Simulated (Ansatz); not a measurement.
Reactions of `[CH3][GaH][Cl]`.

Program: Ansatz. Geometries: PBE0-D4/def2-TZVP. ΔE: electronic, gas phase. CCSD(T)/CBS adds triple-zeta CCSD(T) − MP2 to the extrapolated MP2 energy (def2 sets, frozen cores). This one scheme is used for every species. For Ga, Se outer-core shells are correlated without core-valence functions, which leaves a few kJ/mol of doubt a bond. Scalar relativity is left out up to krypton. Each species was taken in one conformer, which may not be the lowest.

| reaction | CCSD(T)/CBS(def2) (kJ/mol) |
| --- | --- |
| `[CH3][GaH][Cl]` + `SS` → `[CH3][GaH][S]S` + HCl | 32 |
| `[CH3][GaH][Cl]` + `CCC(C)(C)OC(C)=O` → `C[CH2][Ga]([CH3])[Cl]` + `CC(=O)OC(C)C` | -27 |
| `[CH3][GaH][Cl]` + `C[SeH]` → `[CH3][GaH][Se]C` + HCl | ? |
| `[CH3][GaH][Cl]` + `COCC#N` → `[CH3][Ga]([Cl])[C]#N` + dimethyl ether | -62 |

(1) Fill in the missing values. (Estimate.)

Largest T1 diagnostic: 0.013, for `CC(=O)OC(C)C`.

Answers

(1) The calculation gave: `[CH3][GaH][Cl]` + `C[SeH]` → `[CH3][GaH][Se]C` + HCl: +17.9 kJ/mol.
